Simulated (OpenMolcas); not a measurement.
Cu3+.

| Item | Value |
| --- | --- |
| Program | OpenMolcas 26.06 |
| Basis | ANO-RCC-VQZP [7s6p4d3f2g1h] |
| Scalar Hamiltonian | DKH2, point nucleus |
| Active space | 8 electrons in 10 orbitals (3d 4d) |
| State averaging | 2S+1 = 3 even, 10 roots; 2S+1 = 1 even, 15 roots |
| Spin-orbit coupling | RASSI with atomic mean-field integrals over the reference wave functions, term energies averaged over their components |

Two sets of levels on these reference wave functions, in eV above 3d⁸ ³F₄: one from CASSCF and one from SS-CASPT2, IPEA 0.25 Eh, imaginary shift 0.1 Eh (closed shells correlated: 3s 3p).

| Level | Set 1 | Set 2 |
| --- | --- | --- |
| 3d⁸ ³F₄ | 0.0000 | 0.0000 |
| 3d⁸ ³F₃ | 0.2268 | 0.2272 |
| 3d⁸ ³F₂ | 0.379 | 0.376 |
| 3d⁸ ¹D₂ | 2.388 | 1.965 |
| 3d⁸ ³P₂ | 2.853 | 2.446 |
| 3d⁸ ³P₁ | 2.898 | 2.495 |
| 3d⁸ ³P₀ | 2.941 | 2.535 |
| 3d⁸ ¹G₄ | 3.680 | 3.360 |
| 3d⁸ ¹S₀ | 8.758 | 7.625 |

Question: Which set is which?

Answer: Set 2 is SS-CASPT2. Its levels of the other terms of 3d⁸ lie at 0.82 to 0.91 of the other set's values, as expected, since terms of lower spin or lower L gain more correlation energy than the Hund ground term. Against 8 measured levels (Sugar and Musgrove, J. Phys. Chem. Ref. Data 19, 527 (1990)) the mean absolute deviation is 98 cm-1 with it and 3100 cm-1 without; single levels miss by up to 400 cm-1 with it.

CASPT2 breaks the degeneracy within a term, and the mean is taken; among the terms shown or strongly mixed into the levels shown the widest spread is 630 cm-1 (3d⁸ ¹G, SS-CASPT2). Active for correlation alone: 4d; no level in the range computed is led by a configuration that fills it, so any true level of that kind is missing. Without dynamic correlation excited terms often stand tens of per cent too high (terms of higher spin than the ground term too low), and those without a measured partner can miss by more than the paired ones (holds for CASSCF). Computed and measured levels are paired by configuration, term and J; levels that our copy of the source lacks, or whose pairing is in doubt (as where it misses far off the trend of its configuration), stay unpaired and out of the deviations. Only configurations of the active space appear.
